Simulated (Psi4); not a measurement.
Cl$_{2}$Mn (SMILES [Cl][Mn][Cl]), sextet, at a GFN2-xTB geometry (such geometries of metal compounds can be far from the true shape); Psi4 with HF/def2-TZVPD.

Here is a job for Psi4.
```
memory 2 GB

molecule mol {
0 6
  Mn    0.000000    0.000000    0.000000
  Cl    0.000000    0.000000    1.976145
  Cl   -0.000000   -0.000000   -1.976145
}

set basis def2-tzvpd
set reference uhf
set s_orthogonalization partialcholesky

energy('scf')
print_variables()
```

What the program printed (banner, timings and long lists left out):

```
   => Loading Basis Set <=

    Name: DEF2-TZVPD
    Role: ORBITAL
    Keyword: BASIS

         ---------------------------------------------------------
                                   SCF
               by Justin Turney, Rob Parrish, Andy Simmonett
                          and Daniel G. A. Smith
                              UHF Reference
         ---------------------------------------------------------

  ==> Geometry <==

    Molecular point group: d2h
    Full point group: D_inf_h

    Geometry (in Angstrom), charge = 0, multiplicity = 6:

       Center              X                  Y                   Z               Mass
    ------------   -----------------  -----------------  -----------------  -----------------
         MN           0.000000000000     0.000000000000     0.000000000000    54.938043910000
         CL           0.000000000000     0.000000000000     1.976145000000    34.968852682000
         CL           0.000000000000     0.000000000000    -1.976145000000    34.968852682000

  Running in d2h symmetry.

  Rotational constants: A = ************  B =      0.06172  C =      0.06172 [cm^-1]
  Rotational constants: A = ************  B =   1850.41101  C =   1850.41101 [MHz]
  Nuclear repulsion =  266.309777881337084

  Charge       = 0
  Multiplicity = 6
  Electrons    = 59
  Nalpha       = 32
  Nbeta        = 27

  ==> Algorithm <==

  SCF Algorithm Type is DF.
  DIIS enabled.
  MOM disabled.
  Fractional occupation disabled.
  Guess Type is SAD.
  Energy threshold   = 1.00e-06
  Density threshold  = 1.00e-06
  Integral threshold = 1.00e-12

  ==> Primary Basis <==

  Basis Set: DEF2-TZVPD
    Blend: DEF2-TZVPD
    Number of shells: 48
    Number of basis functions: 140
    Number of Cartesian functions: 159
    Spherical Harmonics?: true
    Max angular momentum: 3

   => Loading Basis Set <=

    Name: (DEF2-TZVPD AUX)
    Role: JKFIT
    Keyword: DF_BASIS_SCF

  ==> Integral Setup <==

  SCF_SUBTYPE=INCORE selected. In-core MEM_DF algorithm will be used.
  Using in-core AOs.

  ==> MemDFJK: Density-Fitted J/K Matrices <==

    J tasked:                   Yes
    K tasked:                   Yes
    wK tasked:                   No
    Algorithm:                 Core
    Schwarz Cutoff:           1E-12
    Mask sparsity (%):       4.2755
    Fitting Condition:        1E-10

   => Auxiliary Basis Set <=

  Basis Set: (DEF2-TZVPD AUX)
    Blend: DEF2-UNIVERSAL-JKFIT
    Number of shells: 134
    Number of basis functions: 520
    Number of Cartesian functions: 687
    Spherical Harmonics?: true
    Max angular momentum: 6

    Using partial Cholesky orthogonalization (doi:10.1063/1.5139948, doi:10.1103/PhysRevA.101.032504).
    Proceeding with canonical orthogonalization in reduced basis.
  Minimum eigenvalue in the overlap matrix is 8.1386170705E-04.
  Reciprocal condition number of the overlap matrix is 1.6400922959E-04.

  ==> Pre-Iterations <==

  SCF Guess: Superposition of Atomic Densities via on-the-fly atomic UHF (no occupation information).

   -------------------------
    Irrep   Nso     Nmo
   -------------------------
     Ag        34      34
     B1g        8       8
     B2g       15      15
     B3g       15      15
     Au         5       5
     B1u       27      27
     B2u       18      18
     B3u       18      18
   -------------------------
    Total     140     140
   -------------------------

  ==> Iterations <==

                           Total Energy        Delta E     RMS |[F,P]|

   @DF-UHF iter SAD: -2067.54909850674767   -2.06755e+03   0.00000e+00
    Occupation by irrep:
             Ag   B1g   B2g   B3g    Au   B1u   B2u   B3u
    DOCC [     8,    0,    2,    2,    0,    7,    4,    4 ]
    SOCC [     1,    0,    1,    1,    0,    1,    0,    1 ]
    NA   [     9,    0,    3,    3,    0,    8,    4,    5 ]
    NB   [     8,    0,    2,    2,    0,    7,    4,    4 ]

   @DF-UHF iter   1: -2063.87239007813332    3.67671e+00   7.21282e-02 ADIIS/DIIS
    Occupation by irrep:
             Ag   B1g   B2g   B3g    Au   B1u   B2u   B3u
    DOCC [     8,    0,    2,    2,    0,    7,    4,    4 ]
    SOCC [     2,    1,    1,    1,    0,    0,    0,    0 ]
    NA   [    10,    1,    3,    3,    0,    7,    4,    4 ]
    NB   [     8,    0,    2,    2,    0,    7,    4,    4 ]

   @DF-UHF iter   2: -2052.33540660702874    1.15370e+01   1.05632e-01 ADIIS
   @DF-UHF iter   3: -2067.86260550488714   -1.55272e+01   3.45131e-02 ADIIS/DIIS
   @DF-UHF iter   4: -2068.88910853393600   -1.02650e+00   5.16129e-03 ADIIS/DIIS
   @DF-UHF iter   5: -2068.95693210751006   -6.78236e-02   2.74488e-03 ADIIS/DIIS
   @DF-UHF iter   6: -2068.96991729832280   -1.29852e-02   1.79669e-03 ADIIS/DIIS
   @DF-UHF iter   7: -2068.97467446135533   -4.75716e-03   3.82371e-04 ADIIS/DIIS
   @DF-UHF iter   8: -2068.97505485625334   -3.80395e-04   1.14375e-04 ADIIS/DIIS
   @DF-UHF iter   9: -2068.97510090777723   -4.60515e-05   4.36746e-05 DIIS
   @DF-UHF iter  10: -2068.97510789022181   -6.98244e-06   1.14183e-05 DIIS
   @DF-UHF iter  11: -2068.97510865402364   -7.63802e-07   3.97158e-06 DIIS
   @DF-UHF iter  12: -2068.97510874105456   -8.70309e-08   1.36536e-06 DIIS
   @DF-UHF iter  13: -2068.97510875287435   -1.18198e-08   3.23996e-07 DIIS
  Energy and wave function converged.

  ==> Post-Iterations <==

   @Spin Contamination Metric:   2.128606896E-02
   @S^2 Expected:                8.750000000E+00
   @S^2 Observed:                8.771286069E+00
   @S   Expected:                2.500000000E+00
   @S   Observed:                2.500000000E+00

    Orbital Energies [Eh]
    ---------------------

    Alpha Occupied:

[...]
    Alpha Virtual:

[...]
    Beta Occupied:

[...]
    Beta Virtual:

[...]
    Final Occupation by Irrep:
             Ag   B1g   B2g   B3g    Au   B1u   B2u   B3u
    DOCC [     8,    0,    2,    2,    0,    7,    4,    4 ]
    SOCC [     2,    1,    1,    1,    0,    0,    0,    0 ]
    NA   [    10,    1,    3,    3,    0,    7,    4,    4 ]
    NB   [     8,    0,    2,    2,    0,    7,    4,    4 ]

  @DF-UHF Final Energy: -2068.97510875287435

   => Energetics <=

    Nuclear Repulsion Energy =            266.3097778813370837
    One-Electron Energy =               -3388.5113091254152096
    Two-Electron Energy =                1053.2264224912034933
    Total Energy =                      -2068.9751087528748030

  UHF NO Occupations:
  HONO-2 :    1B1g 1.0000000
  HONO-1 :    3B3g 1.0000000
  HONO-0 :   10 Ag 1.0000000
  LUNO+0 :   11 Ag 0.0072859
  LUNO+1 :    4B3g 0.0009117
  LUNO+2 :    4B2g 0.0009117
  LUNO+3 :    8B1u 0.0007828

Computation Completed

Properties will be evaluated at   0.000000,   0.000000,   0.000000 [a0]

Properties computed using the SCF density matrix

 Multipole Moments:

 ------------------------------------------------------------------------------------
     Multipole            Electronic (a.u.)      Nuclear  (a.u.)        Total (a.u.)
 ------------------------------------------------------------------------------------

 L = 1.  Multiply by 2.5417464519 to convert [e a0] to [Debye]
 Dipole X            :          0.0000000            0.0000000            0.0000000
 Dipole Y            :          0.0000000            0.0000000            0.0000000
 Dipole Z            :          0.0000000            0.0000000            0.0000000
 Magnitude           :                                                    0.0000000

 ------------------------------------------------------------------------------------

  Variable Map:
  ----------------------------------------------------------------------------
[...]
  Array Variable Map:
  ----------------------------------------------------------------------------
[...]
[...]
```
